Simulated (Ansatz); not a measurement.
Which is lower?

Two relaxed structures of LiAlF2, singlet (PBE0-D4/def2-TZVP; forces vanish, vibrations not checked).

A:

```csv
atom,x (Å),y (Å),z (Å)
Li1,-2.3133,-0.0618,-0.7136
Al2,0.1665,0.0044,0.0513
F3,0.9797,-1.2773,0.7484
F4,1.1671,1.3348,-0.0861
```

B:

Li1  (0.991, 2.560, 0.947)
Al2  (0.362, 0.145, 0.759)
F3  (0.724, -1.384, 0.199)
F4  (1.739, 1.190, 0.200)
(Å)

Program: Ansatz 0.2.0. Basis: def2-TZVPP. Cores are frozen in the correlated methods. The outer core shell of Li, Na, Mg and K is correlated. B3LYP uses VWN-RPA correlation.

**Question.** Which structure is lower at CCSD(T), and by how much? (To be estimated.)

**Answer.** Computed: B, by 4.90 kcal/mol (electronic energy, against the other). By their contacts, A is LiAlF₂ ([Li][Al]([F])[F]) and B is LiAlF₂ ([F][Al]1[Li][F]1).

All methods give the same order:

```json
{"method": "PBE-D4", "E(B) − E(A) (kcal/mol)": "-6.62"}
{"method": "r2SCAN-D4", "E(B) − E(A) (kcal/mol)": "-5.44"}
{"method": "PBE0-D4", "E(B) − E(A) (kcal/mol)": "-5.31"}
{"method": "B3LYP-D4", "E(B) − E(A) (kcal/mol)": "-6.44"}
{"method": "wB97M-V", "E(B) − E(A) (kcal/mol)": "-7.22"}
{"method": "HF", "E(B) − E(A) (kcal/mol)": "-1.85"}
{"method": "MP2", "E(B) − E(A) (kcal/mol)": "-4.67"}
{"method": "CCSD", "E(B) − E(A) (kcal/mol)": "-4.51"}
{"method": "CCSD(T)", "E(B) − E(A) (kcal/mol)": "-4.90"}
```

No T1 diagnostic of these runs exceeds 0.014.

Labels in which every atom is bracketed show which atoms are joined, not bond orders.

For scale, one of the runs: CCSD(T)/def2-TZVPP, 123 basis functions, launched by `ansatz run in.yaml --threads 2 --pin off --events-out ev --progress --plain --max-ram 4352MiB`. Hardware: 2 CPU threads of an Arm Neoverse V2, shared host. Wall time about 8.5 s.
